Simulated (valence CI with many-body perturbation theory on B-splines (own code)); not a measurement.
**E1 transitions of Cr¹¹⁺**

Computed by relativistic CI+MBPT: three valence electrons over a frozen Dirac-Fock core [Ne], radial functions for each j: 11 s, 11 p, 9 d, 7 f, 5 g, 2 h, 1 i, with the one-electron correlation potential Σ1 (screened to all orders), the two-electron term Σ2, the three-electron term Σ3, Breit, model QED; selected single and double excitations, second order for the rest, scaled by the run's own slope (own B-spline code, finite nucleus).

No measured spectrum was set against this ion. As an estimate, levels of excited configurations hold to 0.05 to 0.15 % of their energy, terms of the ground configuration to about 0.5 %.

Lines 151 to 200 of 262 in falling wavelength, among levels below 966420 cm⁻¹, chosen from the strongest by gf and those to the six lowest levels. Wavelengths and rates use the calculated energies, so an error of 200 cm⁻¹ moves a line at 276.0 Å by 0.055 % and its rate by three times that or more. Electric multipoles are in the length gauge, E1 and E2 with the static RPA response of the core. Weak lines are less certain than strong ones. Lines between different terms over intervals too small for the method are left out, as are lines whose strength nearly cancels. Where a level lies close to another of its J and parity, the split of strength between their lines is uncertain. The highest levels of a list are the least certain.

Names give the largest LS component (configuration and term), which can be under half, so a name can repeat, a term be missing and a line seem to break the LS rules; names also repeat where a configuration has a term twice. Letters in brackets count levels of one name in rising energy.

| λ vac (Å) | Upper | Lower | A (s⁻¹) | S (a.u.) with core polarisation | S without |
| --- | --- | --- | --- | --- | --- |
| 276.0 | 3s 3p 3d 2D°_5/2 [a] | 3s 3p2 2D_3/2 | 2.74e+09 | 1.71e-01 | 1.77e-01 |
| 273.0 | 3p2 3d 2P_1/2 [a] | 3p3 2D°_3/2 | 1.05e+10 | 2.10e-01 | 2.18e-01 |
| 270.7 | 3s 3p 3d 2P°_1/2 [a] | 3s 3p2 2P_1/2 | 1.96e+10 | 3.83e-01 | 3.97e-01 |
| 265.3 | 3p2 3d 2P_3/2 [b] | 3s 3p 3d 4F°_3/2 [b] | 4.51e+09 | 1.66e-01 | 1.72e-01 |
| 264.9 | 3p2 3d 2P_1/2 [b] | 3p3 2P°_1/2 | 2.30e+10 | 4.22e-01 | 4.37e-01 |
| 264.8 | 3p2 3d 2P_3/2 [b] | 3s 3p 3d 4F°_3/2 [a] | 5.72e+09 | 2.10e-01 | 2.17e-01 |
| 263.9 | 3p2 3d 2P_3/2 [b] | 3p3 2P°_1/2 | 5.10e+09 | 1.85e-01 | 1.91e-01 |
| 260.4 | 3p2 3d 2D_3/2 [b] | 3s 3p 3d 4F°_3/2 [b] | 5.04e+09 | 1.76e-01 | 1.82e-01 |
| 260.4 | 3s 3p 3d 2P°_3/2 [a] | 3s 3p2 2S_1/2 | 3.21e+10 | 1.12e+00 | 1.16e+00 |
| 260.0 | 3p2 3d 2D_3/2 [b] | 3s 3p 3d 4F°_3/2 [a] | 6.58e+09 | 2.28e-01 | 2.36e-01 |
| 259.7 | 3p2 3d 2S_1/2 | 3s 3p 3d 4F°_3/2 [b] | 1.06e+10 | 1.84e-01 | 1.90e-01 |
| 259.5 | 3s 3p 3d 2P°_1/2 [b] | 3s 3p2 2P_3/2 | 8.21e+09 | 1.42e-01 | 1.47e-01 |
| 259.3 | 3p2 3d 2S_1/2 | 3s 3p 3d 4F°_3/2 [a] | 1.42e+10 | 2.45e-01 | 2.54e-01 |
| 258.8 | 3p2 3d 2D_5/2 [a] | 3p3 4S°_3/2 | 1.58e+10 | 8.08e-01 | 8.37e-01 |
| 258.0 | 3s 3p 3d 2F°_5/2 [a] | 3s 3p2 2D_5/2 | 1.78e+09 | 9.07e-02 | 9.40e-02 |
| 257.3 | 3s 3p 3d 2F°_5/2 [a] | 3s 3p2 2D_3/2 | 1.11e+10 | 5.60e-01 | 5.80e-01 |
| 257.2 | 3s 3p 3d 2D°_3/2 [b] | 3s 3p2 2P_3/2 | 2.43e+10 | 8.15e-01 | 8.44e-01 |
| 257.2 | 3s 3p 3d 2P°_1/2 [a] | 3s 3p2 2S_1/2 | 1.56e+10 | 2.62e-01 | 2.72e-01 |
| 257.1 | 3p2 3d 2D_3/2 [a] | 3p3 4S°_3/2 | 4.85e+09 | 1.63e-01 | 1.69e-01 |
| 256.5 | 3s 3p 3d 2D°_5/2 [b] | 3s 3p2 2P_3/2 | 4.97e+10 | 2.48e+00 | 2.57e+00 |
| 255.5 | 3s 3p 3d 2P°_1/2 [b] | 3s 3p2 2P_1/2 | 8.80e+09 | 1.45e-01 | 1.50e-01 |
| 255.5 | 3s 3p 3d 4P°_5/2 | 3s 3p2 4P_5/2 | 2.66e+09 | 1.31e-01 | 1.36e-01 |
| 254.8 | 3s 3p 3d 2P°_3/2 [b] | 3s 3p2 2P_1/2 | 2.71e+10 | 8.85e-01 | 9.16e-01 |
| 254.2 | 3s 3p 3d 4D°_3/2 | 3s 3p2 4P_5/2 | 1.14e+09 | 3.70e-02 | 3.83e-02 |
| 253.7 | 3p2 3d 4P_5/2 | 3p3 4S°_3/2 | 2.10e+10 | 1.01e+00 | 1.05e+00 |
| 253.4 | 3p2 3d 4P_3/2 | 3p3 4S°_3/2 | 3.31e+10 | 1.06e+00 | 1.10e+00 |
| 253.2 | 3s 3p 3d 2D°_3/2 [b] | 3s 3p2 2P_1/2 | 1.54e+10 | 4.95e-01 | 5.13e-01 |
| 253.2 | 3p2 3d 4P_1/2 | 3p3 4S°_3/2 | 3.84e+10 | 6.16e-01 | 6.38e-01 |
| 252.7 | 3p2 3d 2D_5/2 [a] | 3p3 2D°_5/2 | 1.42e+10 | 6.80e-01 | 7.04e-01 |
| 252.3 | 3s2 3d 2D_3/2 | 3s2 3p 2P°_3/2 | 6.41e+09 | 2.03e-01 | 2.10e-01 |
| 251.7 | 3s 3p 3d 2F°_7/2 [a] | 3s 3p2 2D_5/2 | 1.32e+10 | 8.30e-01 | 8.60e-01 |
| 251.6 | 3s2 3d 2D_5/2 | 3s2 3p 2P°_3/2 | 3.37e+10 | 1.59e+00 | 1.65e+00 |
| 251.3 | 3s 3p 3d 4P°_5/2 | 3s 3p2 4P_3/2 | 2.07e+10 | 9.72e-01 | 1.01e+00 |
| 251.1 | 3p2 3d 2D_3/2 [a] | 3p3 2D°_5/2 | 2.79e+09 | 8.72e-02 | 9.03e-02 |
| 250.1 | 3s 3p 3d 4D°_3/2 | 3s 3p2 4P_3/2 | 4.04e+09 | 1.25e-01 | 1.29e-01 |
| 249.9 | 3p2 3d 2D_3/2 [a] | 3p3 2D°_3/2 | 2.12e+10 | 6.52e-01 | 6.76e-01 |
| 249.7 | 3s 3p 3d 4D°_7/2 | 3s 3p2 4P_5/2 | 3.43e+10 | 2.11e+00 | 2.18e+00 |
| 249.6 | 3s 3p 3d 4P°_3/2 | 3s 3p2 4P_5/2 | 9.70e+09 | 2.98e-01 | 3.08e-01 |
| 249.5 | 3s 3p 3d 4D°_5/2 | 3s 3p2 4P_5/2 | 2.22e+10 | 1.02e+00 | 1.05e+00 |
| 249.3 | 3s 3p 3d 4D°_1/2 | 3s 3p2 4P_3/2 | 2.55e+08 | 3.90e-03 | 4.04e-03 |
| 247.9 | 3p2 3d 4P_5/2 | 3p3 2D°_5/2 | 9.02e+09 | 4.07e-01 | 4.22e-01 |
| 247.2 | 3s 3p 3d 4D°_3/2 | 3s 3p2 4P_1/2 | 2.34e+10 | 6.96e-01 | 7.21e-01 |
| 246.4 | 3s 3p 3d 4D°_1/2 | 3s 3p2 4P_1/2 | 3.34e+10 | 4.93e-01 | 5.11e-01 |
| 246.0 | 3s 3p 3d 4P°_1/2 | 3s 3p2 4P_3/2 | 2.37e+10 | 3.48e-01 | 3.60e-01 |
| 245.6 | 3s 3p 3d 4P°_3/2 | 3s 3p2 4P_3/2 | 1.80e+10 | 5.27e-01 | 5.45e-01 |
| 245.5 | 3s 3p 3d 4D°_5/2 | 3s 3p2 4P_3/2 | 9.45e+09 | 4.14e-01 | 4.29e-01 |
| 244.7 | 3s2 3d 2D_3/2 | 3s2 3p 2P°_1/2 | 2.98e+10 | 8.63e-01 | 8.94e-01 |
| 243.4 | 3s 3p 3d 2P°_1/2 [b] | 3s 3p2 2S_1/2 | 1.16e+10 | 1.65e-01 | 1.71e-01 |
| 243.1 | 3s 3p 3d 4P°_1/2 | 3s 3p2 4P_1/2 | 2.72e+08 | 3.86e-03 | 4.00e-03 |
| 242.8 | 3s 3p 3d 4P°_3/2 | 3s 3p2 4P_1/2 | 1.96e+08 | 5.53e-03 | 5.72e-03 |
